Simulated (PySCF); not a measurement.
SMILES NCCB (C₂H₈BN) at its GFN2-xTB optimised geometry (Å):

```
12

B      1.7303    -0.4655     0.0000
C      0.1622    -0.4655     0.0000
C     -0.5326     0.9061     0.0000
N     -1.9861     0.8603    -0.0257
H      2.3350     0.5243    -0.1424
H      2.2960    -1.4810     0.1290
H     -0.2180    -1.0531     0.8439
H     -0.1650    -1.0194    -0.8901
H     -0.2103     1.4810    -0.8719
H     -0.2430     1.4624     0.8953
H     -2.3069     0.3677    -0.8537
H     -2.3350     0.3554     0.7833
```

Computed with B3LYP/def2-TZVP (PySCF 2.14.0). Cells within 0.4 Å of a nucleus heavier than hydrogen are left out (blank, or x).

Map of the Laplacian of the electron density (e/bohr⁵), clipped to [-1.50, 1.50] on the plane z = 0.0 Å:

```
|77777777777777777777777777777|
|77777777777777777777777777777|
|77777777777777777777777777777|
|77777777777777777777777777777|
|77777777777777777777777777777|
|77777777777777777777777777777|
|77777777777777777777777777777|
|77777777777777777777777777777|
|77777777877888877777777777777|
|77777788888888887777777777777|
|777778820688x8887777777777777|
|7777788xxx46xx887777777777777|
|7777789xx165xx788777706777777|
|77777898788863588877516777777|
|77777788888885267779657777777|
|77777777777886xx259xx77777777|
|77777777777887xx358xx77777777|
|77777777777788688778557777777|
|77777777777788888877506777777|
|77777777777777877777707777777|
|77777777777777777777777777777|
|77777777777777777777777777777|
|77777777777777777777777777777|
|77777777777777777777777777777|
|77777777777777777777777777777|
|77777777777777777777777777777|
|77777777777777777777777777777|
|77777777777777777777777777777|
|77777777777777777777777777777|
```
Scale: ten equal steps from -1.50 (start of '0') to 0.487 (end of '9'), in the order '0123456789'; x runs from -4.50 to 4.50, y from -4.50 (bottom) to 4.50 (top).
